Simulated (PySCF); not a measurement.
AlCl3, SMILES [Cl][Al+]([Cl])[Cl] (connectivity only; charge and spin as stated), charge +1, multiplicity 2. Atoms are numbered in the order given.

```xyz
4

Al     0.0000     0.0000    -0.3213
Cl     0.0000     1.4021     1.2929
Cl     0.0000     0.0000    -2.3402
Cl     0.0000    -1.4021     1.2929
```
Charge +1, spin multiplicity 2.

Coordinates come from a PBE0-D3(BJ)/def2-SVP optimisation.

Method: B3LYP/pcH-1 (PySCF).

Unrestricted Kohn–Sham, ⟨S²⟩ = 0.753. Hyperfine tensors hold the contact and dipolar terms, without spin-orbit corrections.

Computed hyperfine couplings:
```
nucleus     A(iso) (MHz)  A(iso) (G)  dipolar principal values (MHz)
----------  ------------  ----------  ------------------------------
27Al no. 1         -34.9       -12.5                  -1.0, 0.4, 0.6
35Cl no. 2          21.9         7.8             -97.1, -96.7, 193.8
35Cl no. 3           0.1         0.0                 -1.9, -1.2, 3.0
35Cl no. 4          21.9         7.8             -97.1, -96.7, 193.8
```

**Question.** And the g tensor (effective nuclear charges for spin-orbit coupling, GIAO)? (An estimate is asked for; the answer gives what the named calculation found.)

**Answer.** principal values 2.0254, 2.0261, 2.0581; isotropic 2.0365.
